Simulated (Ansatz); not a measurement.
Saddle point of BN$_{2}$H$_{4}$F, closed shell (BN₂H₄F ([NH2][B]([NH2])[F]) → BNHF ([NH][B][F]) + NH₃ (still joined by a long B–N bond); bonds formed: N2–H4; bonds broken: N3–H4; bonds weakened to dative contacts: B1–N2), PBE0-D4/def2-TZVP structure:

B1  (-0.508, 0.223, -0.388)
N2  (0.981, 0.248, 0.101)
N3  (-0.985, -0.772, 0.396)
H4  (0.372, -0.625, 0.724)
F5  (-0.940, 1.061, -1.333)
H6  (1.296, 1.065, 0.610)
H7  (1.697, -0.042, -0.553)
H8  (-1.914, -1.158, 0.443)
(Å)

Energies are electronic, without zero-point energy. Barriers and step energies count from the start structure reached by relaxing down the imaginary mode; all methods use the PBE0-D4 structures, on which another method's saddle can fall below an end. Computed with Ansatz 0.2.0 (basis: def2-TZVPP, with def2-QZVPP for the basis limit); correlated methods freeze the cores. B3LYP uses VWN-RPA correlation. Extrapolation: Hartree–Fock as exp(−7.88 √X), correlation as X^−2.97.

```csv
method,barrier (eV),step energy (eV)
SPW92,2.267,2.038
PBE-D4,2.392,1.987
BLYP-D4,2.518,1.991
r2SCAN-D4,?,2.108
B97M-V,2.729,2.117
PBE0-D4,2.611,2.127
B3LYP-D4,2.689,2.114
r2SCAN0-D4,2.740,2.197
BHLYP-D4,2.943,2.263
CAM-B3LYP-D4,2.754,2.183
wB97X-V,2.739,2.165
wB97M-V,?,2.121
B2PLYP,2.699,2.108
PBE-QIDH,?,2.174
RPA on PBE,2.635,2.023
HF,3.334,2.420
MP2,2.647,2.086
CCSD,2.814,2.149
CCSD(T),2.696,2.082
```

(1) Fill in the withheld barriers. (To be estimated.)

No T1 diagnostic of these runs exceeds 0.014.

Answers

(1) The calculation gives: wB97M-V 2.692; PBE-QIDH 2.721; r2SCAN-D4 2.604 eV. Each is the energy of the saddle less that of the start structure, by the same method.

For comparison, the barrier by CCSD(T) at an estimated basis limit (MP2 extrapolated from triple and quadruple zeta, plus CCSD(T) − MP2 in triple zeta) is 2.711 eV.

Labels in which every atom is bracketed show which atoms are joined, not bond orders.

For scale, one of the runs: CCSD(T)/def2-TZVPP, 180 basis functions, launched by `ansatz run in.yaml --threads 2 --pin off --events-out ev --progress --plain --max-ram 4352MiB`. Time: 17 s of wall clock on 2 CPU threads of an Intel Xeon 6975P-C; the host was shared. Peak host memory: 2 GiB.
